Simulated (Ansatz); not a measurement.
Geometry optimisation, Ansatz 0.2.0, RKS PBE/STO-3G.

Input:

```yaml
crystal:
  periodic: [false, false, false]
  atoms:
    - { symbol: C, position_ang: [-0.1854, -1.9649, -0.9931] }
    - { symbol: Al, position_ang: [-0.511, -0.7424, 0.5728] }
    - { symbol: O, position_ang: [-1.864, -1.1155, 1.7714] }
    - { symbol: C, position_ang: [0.7285, 0.8667, 0.8268] }
    - { symbol: F, position_ang: [0.2793, 1.5131, 1.9638] }
    - { symbol: Si, position_ang: [0.475, 2.0139, -0.6367] }
    - { symbol: H, position_ang: [-1.1322, -1.9355, -1.6127] }
    - { symbol: H, position_ang: [0.0422, -2.9304, -0.6677] }
    - { symbol: H, position_ang: [0.6103, -1.5126, -1.5731] }
    - { symbol: H, position_ang: [-1.3907, -1.698, 2.479] }
    - { symbol: H, position_ang: [1.7014, 0.5322, 0.9402] }
    - { symbol: H, position_ang: [1.3547, 3.1828, -0.427] }
    - { symbol: H, position_ang: [-0.9742, 2.4571, -0.7711] }
    - { symbol: H, position_ang: [0.853, 1.3043, -1.8436] }
basis:
  gaussian: { orbitals: STO-3G }
hamiltonian:
  xc: pbe
relax:
  f_tol: 0.02
  max_steps: 40
scf:
  lower_state_search: "off"
output:
  orbitals: {}
```

Run as:

```bash
$ ansatz run input.yaml --threads 1 --pin off --max-ram 2048MiB --backend cpu --events-out ev --progress --plain --runs-dir out
```

**Question.** Where does it end, and by what steps?

**Answer.** It converged. Limits of this set-up: minimal basis. After 18 steps the energy has fallen by 1.606 eV; H10 moved furthest, 1.58 Å.

```
step  energy less start (eV)  largest force component (eV/Å)  accepted
   0                  0.0000                           5.003       yes
   1                 -0.7880                           1.456       yes
   2                 -0.9473                           1.686       yes
   3                 -1.0595                           2.108       yes
   4                 -1.3145                           0.712       yes
   5                 -1.3828                           0.315       yes
   6                 -1.3898                           0.237       yes
   7                 -1.4081                           0.279       yes
   8                 -1.4121                           0.091       yes
   9                 -1.4189                           0.104       yes
  10                 -1.4355                           0.146       yes
  11                 -1.4937                           0.292       yes
  12                 -1.5573                           0.284       yes
  13                 -1.5711                           0.668       yes
  14                 -0.9790                           2.515        no
  15                 -1.6043                           0.204       yes
  16                 -1.6059                           0.040       yes
  17                 -1.6062                           0.027       yes
  18                 -1.6065                           0.019       yes
```

```xyz
14
Properties=species:S:1:pos:R:3
C -0.264 -2.205 -1.078
Al -0.356 -0.997 0.406
O -1.342 -1.101 1.792
C 0.583 0.685 0.772
F -0.019 1.027 2.074
Si 0.395 2.123 -0.468
H -1.131 -2.091 -1.752
H -0.255 -3.258 -0.749
H 0.640 -2.049 -1.691
H -0.976 -0.193 2.213
H 1.680 0.551 0.960
H 1.009 3.359 0.002
H -1.011 2.385 -0.735
H 1.035 1.733 -1.717
```

Whether the end is a true minimum wasn't checked by a vibrational analysis.

Run time: 66 s on 1 thread of Arm Neoverse V1 (shared host), peak memory 0.17 GiB.
